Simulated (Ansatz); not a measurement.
Al₄Au⁺, relaxed as a singlet with RKS PBE-D4/def2-SVP in Ansatz, starting from the GFN2-xTB geometry. Force threshold 0.02 eV/Å.

In the def2 sets Au takes a core potential; there is no spin–orbit coupling. The structure comes from a short search, and lower isomers may exist.

Start:

```csv
atom,x (Å),y (Å),z (Å)
Au1,1.846,0.256,0.782
Al2,-0.796,0.057,-2.471
Al3,-0.121,-1.330,-0.311
Al4,-0.388,-0.236,2.113
Al5,-0.540,1.252,-0.113
```

Problem. Estimate the energy that the relaxation releases and the steps that it takes.

Solution. 53.4 kJ/mol, in 10 steps; 9 s on 4 threads of AMD EPYC 7B13 on a shared host. No frequencies were taken in this run, so the end may be a saddle point.

Problem. Does the start keep its bonding and symmetry?

Solution. Bonds lost: Al3–Al5 (atoms count from 1). Bonds formed: Au1–Al2 (atoms count from 1). The end is the same structure that another start reached. Point group Cs at the start, C2v at the end, both within 0.05 Å; within 0.015 Å the end is Cs.

Problem. Predict the relaxed structure.

Solution. 
Cartesian coordinates in Å:
```
Au 1.4752 0.2424 0.0738
Al -0.3113 0.1934 -2.0131
Al -0.0429 -2.0404 -0.0680
Al -0.4243 -0.3147 1.9767
Al -0.6968 1.9192 0.0306
```
Bond lengths (bridged metal pairs left out): 4 × Al–Au 2.74 to 2.75 Å; 2 × Al–Al 2.70 Å.
